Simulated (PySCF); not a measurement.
COS, charge -1, doublet, geometry from GFN2-xTB (a state made from the parent by changing its charge; the spin is typed, not shown lowest) (in this run its highest filled SCF level lies above zero, so its values depend strongly on the basis, on diffuse functions most of all); PBE/3-21G (PySCF).

Input for PySCF:
```python
from pyscf import gto, scf, dft

mol = gto.Mole()
mol.atom = '''
    O    -1.64907801   -0.03336150   -0.05941692
    C    -0.52949391    0.41701461    0.12119998
    S     1.02309922   -0.13969972   -0.01574153
'''
mol.basis = '3-21g'
mol.charge = -1
mol.spin = 1
mol.verbose = 4
mol.symmetry = True
mol.build()

mf = dft.UKS(mol)
mf.xc = 'pbe'
mf.kernel()
mf.analyze()
```

Question: What does PySCF print? Leave out banner, timings and long lists.

Answer: 
```
PySCF version 2.14.0

[INPUT] verbose = 4
[INPUT] num. atoms = 3
[INPUT] num. electrons = 31
[INPUT] charge = -1
[INPUT] spin (= nelec alpha-beta = 2S) = 1
[INPUT] symmetry True subgroup None
[INPUT] Mole.unit = angstrom
[INPUT] Symbol           X                Y                Z      unit          X                Y                Z       unit  Magmom
[INPUT]  1 O     -1.649078010000  -0.033361500000  -0.059416920000 AA   -3.116305796943  -0.063044098105  -0.112281705965 Bohr   0.0
[INPUT]  2 C     -0.529493910000   0.417014610000   0.121199980000 AA   -1.000598474525   0.788043402842   0.229034768503 Bohr   0.0
[INPUT]  3 S      1.023099220000  -0.139699720000  -0.015741530000 AA    1.933377324056  -0.263994210478  -0.029747180482 Bohr   0.0

nuclear repulsion = 76.8354158762097
point group symmetry = Cs
symmetry origin: [-1.25981738e-09  8.81872190e-09  2.51963484e-09]
symmetry axis x: [-0.07594426 -0.94679614 -0.31274518]
symmetry axis y: [ 0.99672107 -0.0808665   0.00277811]
symmetry axis z: [-0.02792091 -0.31150873  0.949833  ]
num. orbitals of irrep A' = 24
num. orbitals of irrep A" = 7
number of shells = 17
number of NR pGTOs = 57
number of NR cGTOs = 31
basis = 3-21g
ecp = {}

******** <class 'pyscf.dft.uks_symm.SymAdaptedUKS'> ********
method = SymAdaptedUKS
initial guess = minao
damping factor = 0
level_shift factor = 0
DIIS = <class 'pyscf.scf.diis.CDIIS'>
diis_start_cycle = 1
diis_space = 8
diis_damp = 0
SCF conv_tol = 1e-09
SCF conv_tol_grad = None
SCF max_cycles = 50
direct_scf = True
direct_scf_tol = 1e-13
number electrons alpha = 16  beta = 15
XC library pyscf.dft.libxc version 7.1.2
    S. Lehtola, C. Steigemann, M. J. T. Oliveira, and M. A. L. Marques,  SoftwareX 7, 1–5 (2018)
XC functionals = pbe
    J. P. Perdew, K. Burke, and M. Ernzerhof,  Phys. Rev. Lett. 77, 3865 (1996)
    J. P. Perdew, K. Burke, and M. Ernzerhof,  Phys. Rev. Lett. 78, 1396 (1997)
    J. P. Perdew, K. Burke, and M. Ernzerhof,  Phys. Rev. Lett. 77, 3865 (1996)
    J. P. Perdew, K. Burke, and M. Ernzerhof,  Phys. Rev. Lett. 78, 1396 (1997)
radial grids:
    Treutler-Ahlrichs [JCP 102, 346 (1995); DOI:10.1063/1.469408] (M4) radial grids

becke partition: Becke, JCP 88, 2547 (1988); DOI:10.1063/1.454033
pruning grids: <function nwchem_prune>
grids dens level: 3
symmetrized grids: True
atomic radii adjust function: <function treutler_atomic_radii_adjust>
small_rho_cutoff = 0
Freeze 0 electrons in irreps []
    31 free electrons in irreps A' A"
Set gradient conv threshold to 3.16228e-05
tot grids = 47080
init E= -508.611477917307

cycle= 1 E= -508.498281291283  delta_E= 0.113  |g|= 0.524  |ddm|= 1.76
cycle= 2 E= -507.546910609379  delta_E= 0.951  |g|= 1.54  |ddm|= 1.91
cycle= 3 E= -508.562954134501  delta_E= -1.02  |g|= 0.262  |ddm|= 1.87
cycle= 4 E= -508.595275358967  delta_E= -0.0323  |g|= 0.131  |ddm|= 0.532
cycle= 5 E= -508.605449995902  delta_E= -0.0102  |g|= 0.0376  |ddm|= 0.235
cycle= 6 E= -508.606267850758  delta_E= -0.000818  |g|= 0.00779  |ddm|= 0.0602
cycle= 7 E= -508.606301409134  delta_E= -3.36e-05  |g|= 0.000603  |ddm|= 0.0121
cycle= 8 E= -508.60630158768  delta_E= -1.79e-07  |g|= 0.00011  |ddm|= 0.00101
cycle= 9 E= -508.606301596894  delta_E= -9.21e-09  |g|= 6.25e-06  |ddm|= 0.000254
cycle= 10 E= -508.606301596938  delta_E= -4.39e-11  |g|= 2.69e-06  |ddm|= 2.34e-05
Extra cycle  E= -508.606301596901  delta_E= 3.66e-11  |g|= 9.2e-06  |ddm|= 1.42e-05
converged SCF energy = -508.606301596901  <S^2> = 0.75118638  2S+1 = 2.001186
**** SCF Summaries ****
Total Energy =                        -508.606301596901403
Nuclear Repulsion Energy =              76.835415876209737
One-electron Energy =                 -862.288005546026056
Two-electron Energy =                  276.846288072915002
Two-electron Coulomb Energy =          316.402024394601654
DFT Exchange-Correlation Energy =      -39.555736321686638
Wave-function symmetry = A'
alpha occupancy for each irrep:     A'   A"
                                    13    3
beta  occupancy for each irrep:     A'   A"
                                    12    3
**** MO energy ****
alpha MO #1 (A' #1), energy= -87.1469541076335 occ= 1
alpha MO #2 (A' #2), energy= -18.4357109586873 occ= 1
alpha MO #3 (A' #3), energy= -9.66977429909352 occ= 1
alpha MO #4 (A' #4), energy= -7.33829623629414 occ= 1
alpha MO #5 (A' #5), energy= -5.37229287413519 occ= 1
alpha MO #6 (A" #1), energy= -5.36307583556014 occ= 1
alpha MO #7 (A' #6), energy= -5.36060951535986 occ= 1
alpha MO #8 (A' #7), energy= -0.739416743873933 occ= 1
alpha MO #9 (A' #8), energy= -0.445744209312414 occ= 1
alpha MO #10 (A' #9), energy= -0.195196682575937 occ= 1
alpha MO #11 (A' #10), energy= -0.127488420509581 occ= 1
alpha MO #12 (A" #2), energy= -0.124312606707453 occ= 1
alpha MO #13 (A' #11), energy= -0.113387533724933 occ= 1
alpha MO #14 (A" #3), energy= 0.0169406641535885 occ= 1
alpha MO #15 (A' #12), energy= 0.0280974684509352 occ= 1
alpha MO #16 (A' #13), energy= 0.134667811151578 occ= 1
alpha MO #17 (A" #4), energy= 0.210677619919223 occ= 0
alpha MO #18 (A' #14), energy= 0.338651743280672 occ= 0
alpha MO #19 (A' #15), energy= 0.492390346030932 occ= 0
alpha MO #20 (A' #16), energy= 0.650009947796786 occ= 0
alpha MO #21 (A" #5), energy= 0.716173204735051 occ= 0
alpha MO #22 (A' #17), energy= 0.718552702058584 occ= 0
alpha MO #23 (A' #18), energy= 0.755608306839448 occ= 0
alpha MO #24 (A" #6), energy= 0.917158604897906 occ= 0
alpha MO #25 (A' #19), energy= 0.919331349644736 occ= 0
alpha MO #26 (A' #20), energy= 0.998111331379033 occ= 0
alpha MO #27 (A' #21), energy= 1.51933102229799 occ= 0
alpha MO #28 (A" #7), energy= 1.65241694377463 occ= 0
alpha MO #29 (A' #22), energy= 1.69856588233138 occ= 0
alpha MO #30 (A' #23), energy= 1.76158252581237 occ= 0
alpha MO #31 (A' #24), energy= 3.16469482319143 occ= 0
beta  MO #1 (A' #1), energy= -87.1457226971798 occ= 1
beta  MO #2 (A' #2), energy= -18.429860521675 occ= 1
beta  MO #3 (A' #3), energy= -9.66148024997966 occ= 1
beta  MO #4 (A' #4), energy= -7.3369598002207 occ= 1
beta  MO #5 (A' #5), energy= -5.36972092530919 occ= 1
beta  MO #6 (A" #1), energy= -5.36229933501768 occ= 1
beta  MO #7 (A' #6), energy= -5.35894181461124 occ= 1
beta  MO #8 (A' #7), energy= -0.726936816844724 occ= 1
beta  MO #9 (A' #8), energy= -0.435280096373235 occ= 1
beta  MO #10 (A' #9), energy= -0.181422537929846 occ= 1
beta  MO #11 (A" #2), energy= -0.114952610907677 occ= 1
beta  MO #12 (A' #10), energy= -0.11255636282849 occ= 1
beta  MO #13 (A' #11), energy= -0.0840396699497563 occ= 1
beta  MO #14 (A" #3), energy= 0.0206740212238861 occ= 1
beta  MO #15 (A' #12), energy= 0.0382188722001224 occ= 1
beta  MO #16 (A' #13), energy= 0.185077631548712 occ= 0
beta  MO #17 (A" #4), energy= 0.226380823159418 occ= 0
beta  MO #18 (A' #14), energy= 0.348560854620247 occ= 0
beta  MO #19 (A' #15), energy= 0.503271611468172 occ= 0
beta  MO #20 (A' #16), energy= 0.656572739835417 occ= 0
beta  MO #21 (A" #5), energy= 0.718773855560648 occ= 0
beta  MO #22 (A' #17), energy= 0.725385260595055 occ= 0
beta  MO #23 (A' #18), energy= 0.768912521236409 occ= 0
beta  MO #24 (A" #6), energy= 0.931059429771614 occ= 0
beta  MO #25 (A' #19), energy= 0.963411644045787 occ= 0
beta  MO #26 (A' #20), energy= 1.00831263972314 occ= 0
beta  MO #27 (A' #21), energy= 1.54311758187506 occ= 0
beta  MO #28 (A" #7), energy= 1.65779542542903 occ= 0
beta  MO #29 (A' #22), energy= 1.70513776719588 occ= 0
beta  MO #30 (A' #23), energy= 1.78335087994959 occ= 0
beta  MO #31 (A' #24), energy= 3.17958252945497 occ= 0
 ** Mulliken pop alpha/beta on meta-lowdin orthogonal AOs **
 ** Mulliken pop       alpha | beta **
pop of  0 O 1s        0.99981 | 0.99981
pop of  0 O 2s        0.85529 | 0.85233
pop of  0 O 3s        0.00240 | 0.00239
pop of  0 O 2px       0.76963 | 0.76958
pop of  0 O 2py       0.91805 | 0.70010
pop of  0 O 2pz       0.74655 | 0.73110
pop of  0 O 3px       0.00070 | 0.00061
pop of  0 O 3py       0.00147 | 0.00050
pop of  0 O 3pz       0.00050 | 0.00033
pop of  1 C 1s        0.99973 | 0.99974
pop of  1 C 2s        0.68838 | 0.51278
pop of  1 C 3s        0.01187 | 0.00223
pop of  1 C 2px       0.44556 | 0.44678
pop of  1 C 2py       0.73089 | 0.38715
pop of  1 C 2pz       0.46431 | 0.40883
pop of  1 C 3px       0.01344 | 0.01350
pop of  1 C 3py       0.00236 | 0.00162
pop of  1 C 3pz       0.00039 | 0.00033
pop of  2 S 1s        1.00000 | 1.00000
pop of  2 S 2s        0.99977 | 0.99977
pop of  2 S 3s        0.90185 | 0.90084
pop of  2 S 4s        0.00947 | 0.00692
pop of  2 S 2px       0.99973 | 0.99973
pop of  2 S 2py       0.99987 | 0.99985
pop of  2 S 2pz       0.99986 | 0.99987
pop of  2 S 3px       0.63473 | 0.61531
pop of  2 S 3py       0.94100 | 0.79168
pop of  2 S 3pz       0.85099 | 0.84748
pop of  2 S 4px       0.00577 | 0.00511
pop of  2 S 4py       0.00382 | 0.00200
pop of  2 S 4pz       0.00181 | 0.00175
In total            16.00000 | 15.00000
 ** Mulliken atomic charges   ( Nelec_alpha | Nelec_beta ) **
charge of  0O =     -0.35116  (     4.29440      4.05676 )
charge of  1C =     -0.12987  (     3.35692      2.77295 )
charge of  2S =     -0.51897  (     8.34867      8.17030 )

WARN: System has nonzero charge -1; the dipole moment is origin-dependent.
Location of origin: [0. 0. 0.]

Dipole moment(X, Y, Z, Debye): -0.61737, -0.14907, -0.06704
```
